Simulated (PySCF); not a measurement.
# Excitation energy of Br by level of theory

Br [Ar] 3d10 4s2 4p5 (2P) → Br [Ar] 3d10 4s1 4p6 (2S), as a difference of total energies. Calculation: PySCF 2.14, in x2c-QZVPPall with one added diffuse shell each of s, p, d, f type (12s9p6d5f1g, 113 functions); the spin-free X2C one-electron Hamiltonian (Gaussian nucleus). Correlated levels: valence: [Ar] 3d10 frozen; valence and next inner shell: [Ne] frozen. The calculations carry no spin-orbit coupling.

```
                                method  excitation energy (eV)
                                   UHF                  15.129
                                   LDA                  12.287
                                   PBE                  12.351
                                  PBE0                  13.057
                                r2SCAN                  12.893
                                B2PLYP                  12.955
                             CAM-B3LYP                  13.251
                               r2SCANh                  13.102
                         MP2 (valence)                  13.070
                     SCS-MP2 (valence)                  12.846
    MP2 (valence and next inner shell)                  12.912
SCS-MP2 (valence and next inner shell)                  12.705
```

**Question.** How much does correlation contribute at MP2 (valence and next inner shell)?

**Answer.** 12.912 − (15.129) = -2.217 eV, measured against UHF.

A first-order spin-orbit estimate (lowest level to lowest level, LS coupling) adds 0.150 eV.

The upper state lies above the first ionisation limit, where it may autoionise and the basis confines it.
